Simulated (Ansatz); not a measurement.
Ansatz (a quantum-chemistry and plane-wave program) input for H6OW, SMILES [OH][WH5], multiplicity 1, PBE/def2-TZVPD. Geometry optimised at PBE0-D3(BJ)/def2-TZVP. The multiplicity is an assumed one; no other spin state was optimised. The structure was generated by enumeration; whether it is a known compound was not checked. The def2 effective core potentials stand for the cores of W; spin–orbit coupling is left out.

Ansatz 0.2 input:
```yaml
crystal:
  periodic: [false, false, false]
  atoms:
    - {symbol: W, position_ang: [0.16595854, 0.04705534, 0.00000000]}
    - {symbol: O, position_ang: [-1.70578918, 0.05252611, 0.00000000]}
    - {symbol: H, position_ang: [-2.39919841, -0.60916338, -0.00000003]}
    - {symbol: H, position_ang: [0.10562214, -1.38130121, 0.82036785]}
    - {symbol: H, position_ang: [1.54193575, -0.92728848, -0.00000004]}
    - {symbol: H, position_ang: [0.10562215, -1.38130114, -0.82036798]}
    - {symbol: H, position_ang: [1.00569993, 0.19837506, 1.48393248]}
    - {symbol: H, position_ang: [1.00569993, 0.19837519, -1.48393247]}
basis:
  gaussian:
    orbitals: def2-TZVPD
hamiltonian:
  xc: {name: PBE}
```

Output:

```
WARN ansatz: RAYON_NUM_THREADS=1 ignored (pool sized by the plan → 1); use --threads N
Functional definition: PBE
integrals: 0.04 GiB planned
836 factors; their error is unknown
mean field: 0.41 GiB planned
mean field evaluation 1: about -3961.2549 eV, gradient 6.5e1 eV
mean field evaluation 2: about -3884.8406 eV, gradient 1.9e2 eV
mean field evaluation 4: about -3967.4809 eV, gradient 2.4e1 eV
mean field evaluation 8: about -3968.9044 eV, gradient 3.4e-1 eV
mean field evaluation 16: about -3968.8894 eV, gradient 4.0e-5 eV
mean field -3968.88943906 eV, -145.8539966755 hartree, gradient 4.0e-5 eV, S^2 0.000000; 0 other end points of the search recorded, 0 dependent functions left out
reference -3968.88950867 eV, -145.8539992336 hartree; 14, 14 occupied and 123, 123 virtual orbitals, 836 factors
Total energy: -3968.88950867 eV, -145.8539992336 hartree
```

The calculation finished and met its thresholds.

Cost: roughly 2.0 core-seconds.
